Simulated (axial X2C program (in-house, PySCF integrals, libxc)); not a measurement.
**Curves of HfCl⁺ from open-shell CI on d1 s1 p(π)0**

Computed with an axial X2C code built on PySCF integrals: two-component X2C with atomic mean-field Coulomb and Gaunt terms, basis Hf dyall-v3z, Cl dyall-v3z (cores contracted in-house). Orbitals come from Hartree–Fock averaged over the configuration Hf d1 s1 p(π)0; CI then distributes these electrons over the d, s, p(π) shells of Hf.

Scan along the bond; masses Hf 179.947 u, Cl 34.969 u. Energies in cm⁻¹ from the lowest point; levels are followed by energy order within each Ω. Lowest level at 2.292 Å: 100% d1 s1.

| R (Å) | (1)Ω=1 | (1)Ω=0 | (1)Ω=2 | (1)Ω=3 | (2)Ω=0 | (3)Ω=0 | (2)Ω=1 | (2)Ω=2 | (3)Ω=1 |
| --- | --- | --- | --- | --- | --- | --- | --- | --- | --- |
| 2.132 | 1684 | 1162 | 2675 | 4016 | 9010 | 9330 | 9757 | 10841 | 12026 |
| 2.212 | 186 | 206 | 1190 | 2574 | 6997 | 7354 | 7722 | 8832 | 9870 |
| 2.292 | 0 | 484 | 1016 | 2439 | 6351 | 6752 | 7056 | 8191 | 9092 |
| 2.384 | 946 | 1871 | 1973 | 3438 | 6831 | 7293 | 7515 | 8678 | 9430 |
| 2.475 | 2726 | 3991 | 3763 | 5266 | 8209 | 8745 | 8874 | 10064 | 10678 |
| 2.579 | 5428 | 6976 | 6474 | 8017 | 10513 | 11147 | 11156 | 12377 | 12844 |
| 2.705 | 9254 | 11012 | 10310 | 11895 | 13932 | 14704 | 14551 | 15799 | 16107 |

Fit the curves (1)Ω=1, (1)Ω=0, (1)Ω=2, (1)Ω=3, (2)Ω=0, (3)Ω=0, (2)Ω=1, (2)Ω=2, (3)Ω=1 near their minima.

From the open-shell CI curves, Te from the lowest:

```tsv
level	Te (cm⁻¹)	Re (Å)	ωe (cm⁻¹)
(1)Ω=1	0	2.265	436.0
(1)Ω=0	235	2.230	451.7
(1)Ω=2	1012	2.264	436.4
(1)Ω=3	2421	2.261	438.4
(2)Ω=0	6406	2.299	417.3
(3)Ω=0	6810	2.295	422.4
(2)Ω=1	7110	2.301	416.3
(2)Ω=2	8247	2.299	417.9
(3)Ω=1	9127	2.310	410.4
```

Without dynamic correlation distances can be off by several hundredths of an Å (long for ionic bonds, short for multiple bonds) and the wavenumbers are rough.

The 9 lowest curves are shown; the next is (3)Ω=2, from 9905 cm⁻¹.

There is no dynamic correlation: spin–orbit spacings and, for f shells, spacings inside one term are the most reliable numbers, splittings between terms come out too wide, and energies between configurations are not reliable, so the lowest level need not be the ground state of the molecule. For d shells the ligand-field splittings (σ, π, δ) and their order can be off by a thousand cm⁻¹ or more. At most 6 roots were kept for each Ω > 0 (twice that for Ω = 0) within 3.2 eV of the lowest, so higher up levels can be missing between those listed; levels with Ω > 0 are doubly degenerate and listed once, Ω = 0 levels singly. Some active spinors are only partly of the character that their shell is named for, so the shell names and counts are nominal. States that fill the shells left empty in the average are placed too high.
